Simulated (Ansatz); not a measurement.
The pair A = NH3 (SMILES N) (first 4 atoms), B = PH3 (SMILES P); geometry from B3LYP-D3(BJ)/def2-TZVP.
(charge 0, multiplicity 1):
| atom | x (Å) | y (Å) | z (Å) |
|---|---|---|---|
| N | -0.0643 | -0.1165 | 0.0765 |
| H | -0.9063 | -0.6806 | 0.0766 |
| H | -0.3421 | 0.8358 | -0.1314 |
| H | 0.5202 | -0.4387 | -0.6864 |
| P | -0.0889 | 0.4472 | 3.2502 |
| H | 1.1566 | 0.9473 | 2.8024 |
| H | 0.2700 | 0.5195 | 4.6256 |
| H | 0.2987 | -0.9077 | 3.1233 |

Correlated levels freeze the cores. MP2 and its Hartree–Fock in aug-cc-pV(Q+d)Z are density fitted.

Programs: Ansatz (Gaussian basis) for Hartree–Fock, density functionals and correlated methods. 

The counterpoise-corrected interaction energy is E(AB) − E(A in the pair's basis) − E(B in the pair's basis). Total energies (hartree):

```tsv
level	AB	A in the pair's basis	B in the pair's basis
HF/aug-cc-pV(T+d)Z	-398.7107957	-56.2202757	-342.4905455
MP2/aug-cc-pV(T+d)Z	-399.1272745	-56.4606562	-342.6640193
HF/aug-cc-pV(Q+d)Z	-398.7177569	-56.2239015	-342.4938826
MP2/aug-cc-pV(Q+d)Z	-399.1580012	-56.4777299	-342.6775311
CCSD(T)/aug-cc-pV(T+d)Z	-399.1824343	-56.4806503	-342.6992891
```

Work out the counterpoise-corrected interaction energy at the basis-set limit: extrapolate the MP2 correlation part as X⁻³, take Hartree–Fock from the larger set, and add the CCSD(T) − MP2 difference of aug-cc-pV(T+d)Z.


1. Differences (1 hartree = 627.509 kcal/mol): HF/aug-cc-pV(T+d)Z 0.016; MP2/aug-cc-pV(T+d)Z -1.631; HF/aug-cc-pV(Q+d)Z 0.017; MP2/aug-cc-pV(Q+d)Z -1.719; CCSD(T)/aug-cc-pV(T+d)Z -1.566.
2. Correlation parts, MP2 less HF: -1.647 in aug-cc-pV(T+d)Z (X = 3), -1.737 in aug-cc-pV(Q+d)Z (X = 4).
3. Limit (4³·(-1.737) − 3³·(-1.647))/(4³ − 3³) = -1.802; with HF/aug-cc-pV(Q+d)Z it gives -1.785.
4. CCSD(T) less MP2 in aug-cc-pV(T+d)Z: 0.065.
Result: -1.72 kcal/mol, against -1.63 at MP2/aug-cc-pV(T+d)Z. It is an estimate of this method's limit, not of the exact value.

Ansatz is a quantum-chemistry and plane-wave program.
